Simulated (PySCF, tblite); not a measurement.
Isomers of C8H17P. Computed values, GFN2-xTB/tblite, gas phase, harmonic and unscaled. This tight-binding method is rough: wavenumbers can miss measured ones by several per cent, in bad cases by 10 to 20. One conformer each.

Electronic energies: PBE0/pcSseg-1 single points on the GFN2-xTB geometries (PySCF, gas phase).

```json
{"SMILES": "C[C@@H]1[C@@H](C)P1C(C)(C)C", "electronic energy, lowest = 0 (kJ/mol)": "0.0"}
{"SMILES": "C=CCP(CC)CCC", "electronic energy, lowest = 0 (kJ/mol)": "8.2"}
{"SMILES": "CCCP(CC)C1CC1", "electronic energy, lowest = 0 (kJ/mol)": "13.3"}
```

Q: How do GFN2-xTB zero-point energies change the relative energies?

A: 
```json
{"SMILES": "C[C@@H]1[C@@H](C)P1C(C)(C)C", "ZPE (kJ/mol)": "603.7", "of it from modes above 1550 cm⁻¹": "306.4", "electronic (kJ/mol)": "0.0", "with ZPE, lowest = 0 (kJ/mol)": "0.0", "lowest mode (cm⁻¹)": "70", "rings": "1"}
{"SMILES": "C=CCP(CC)CCC", "ZPE (kJ/mol)": "598.1", "of it from modes above 1550 cm⁻¹": "315.3", "electronic (kJ/mol)": "8.2", "with ZPE, lowest = 0 (kJ/mol)": "2.7", "lowest mode (cm⁻¹)": "40", "rings": "0"}
{"SMILES": "CCCP(CC)C1CC1", "ZPE (kJ/mol)": "603.0", "of it from modes above 1550 cm⁻¹": "305.9", "electronic (kJ/mol)": "13.3", "with ZPE, lowest = 0 (kJ/mol)": "12.6", "lowest mode (cm⁻¹)": "61", "rings": "1"}
```

The zero-point energies span 5.6 kJ/mol, from `C=CCP(CC)CCC` to `C[C@@H]1[C@@H](C)P1C(C)(C)C`. The order is unchanged.

Q: And how do the electronic energies of GFN2-xTB itself compare?

A: `C[C@@H]1[C@@H](C)P1C(C)(C)C` 0.0; `C=CCP(CC)CCC` 32.9; `CCCP(CC)C1CC1` 7.5 kJ/mol, lowest = 0. Against the energies above, taken from the same isomer `C[C@@H]1[C@@H](C)P1C(C)(C)C`, the largest difference is 24.7 kJ/mol.

Q: What do entropy and thermal enthalpy add at 298.15 K and 1 bar (rigid rotor, harmonic oscillator, one conformer each)?

A: 
| SMILES | point group | symmetry number | S (J/(mol K)) | H − H(0) (kJ/mol) | ZPE + H − H(0) − TS (kJ/mol) |
| --- | --- | --- | --- | --- | --- |
| C[C@@H]1[C@@H](C)P1C(C)(C)C | C1 | 1 | 441.6 | 34.96 | 507.0 |
| C=CCP(CC)CCC | C1 | 1 | 480.3 | 36.85 | 491.8 |
| CCCP(CC)C1CC1 | C1 | 1 | 461.8 | 35.05 | 500.3 |
